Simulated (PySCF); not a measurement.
All of these have the formula C3H8O2Si. Level of theory: TDDFT PBE0/def2-SVPD, vertical, gas phase, core orbitals frozen in the response in PySCF. Geometries: GFN2-xTB; one conformer of each isolated species. Triplets are in the Tamm–Dancoff approximation.

A. `C=C[Si@@H](O)OC`
B. `C[SiH]1OCCO1`
C. `C/C=C/O[SiH2]O`

Lowest singlet levels (six at most, fewer where fewer were computed) with oscillator strengths:

1. 7.24 eV (f 0.002); 7.45 eV (f 0.001); 7.46 eV (f 0.009); 7.64 eV (f 0.018); 7.83 eV (f 0.011); 7.89 eV (f 0.127); T1 7.03 eV
2. 5.53 eV (f 0.000); 6.21 eV (f 0.011); 6.52 eV (f 0.014); 6.68 eV (f 0.113); 6.85 eV (f 0.330); 7.23 eV (f 0.015); T1 4.19 eV
3. 6.17 eV (f 0.002); 6.90 eV (f 0.022); 7.09 eV (f 0.229); 7.29 eV (f 0.004); 7.32 eV (f 0.135); 7.49 eV (f 0.082); T1 4.28 eV

Question: Which spectrum belongs to which structure?

Answer: 1 = B, 2 = C, 3 = A.
- A: S1 at 6.17 eV, HOMO-1→LUMO (44%), HOMO→LUMO (39%), HOMO-2→LUMO (12%); Löwdin shares by element: HOMO carbon 51% or more, silicon 12%, hydrogen 11% or more (atoms not listed hold the other 26%); LUMO carbon 66% or more, silicon 11%, hydrogen 5% or more (atoms not listed hold the other 18%); HOMO -8.05 and LUMO -0.49 eV.
- B: S1 at 7.24 eV, HOMO→LUMO (85%); Löwdin shares by element: HOMO oxygen 55%, carbon 12% or more, hydrogen 8% or more (atoms not listed hold the other 25%); LUMO carbon 32%, silicon 23% (atoms not listed hold the other 45%); HOMO -7.87 and LUMO 0.63 eV.
- C: S1 at 5.53 eV, HOMO→LUMO (94%); Löwdin shares by element: HOMO carbon 65%, oxygen 21% or more; LUMO silicon 28%, oxygen 27% or more, hydrogen 22% or more (atoms not listed hold the other 24%); HOMO -6.51 and LUMO 0.01 eV.

Without π bonds the low states are Rydberg-like; a valence basis with one diffuse set may place them up to an eV too high.
